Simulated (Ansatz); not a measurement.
`[NH2][Ga]([NH2])[OH]`. Total charge 0; spin multiplicity 1. All single points use the PBE0-D4/def2-TZVP geometry. It is one conformer, not always the lowest.

```xyz
9

N     0.453   -0.632    1.610
Ga    0.091    0.219    0.050
N    -0.732   -0.576   -1.366
O     0.606    1.931   -0.025
H     1.116   -0.221    2.246
H     0.479   -1.637    1.660
H    -1.155   -0.021   -2.091
H    -1.234   -1.440   -1.243
H     0.377    2.377   -0.841
```

**Question.** What is the dipole moment at ωB97M-V/def2-TZVPP? (Estimate.)

**Answer.** The calculation gave: 1.83 D, with components (-0.86, -1.21, -1.07) D in this frame, pointing from negative to positive charge.

**Question.** And with PBE, r2SCAN, B3LYP? (An estimate is asked.)

**Answer.** Computed: PBE 1.75 D, r2SCAN 1.80 D, B3LYP 1.83 D.

**Question.** Give the Mulliken charges with ωB97M-V, r2SCAN, B3LYP in def2-TZVPP. (An estimate is asked.)

**Answer.** Ansatz gave: 
| atom | ωB97M-V | r2SCAN | B3LYP |
| --- | --- | --- | --- |
| N1 | -0.36 | -0.45 | -0.39 |
| Ga2 | 0.57 | 0.56 | 0.53 |
| N3 | -0.36 | -0.44 | -0.39 |
| O4 | -0.42 | -0.44 | -0.43 |
| H5 | 0.12 | 0.16 | 0.14 |
| H6 | 0.10 | 0.14 | 0.12 |
| H7 | 0.10 | 0.14 | 0.12 |
| H8 | 0.11 | 0.15 | 0.13 |
| H9 | 0.15 | 0.18 | 0.16 |

B3LYP here is the variant with VWN-RPA as its local correlation; programs differ in this.
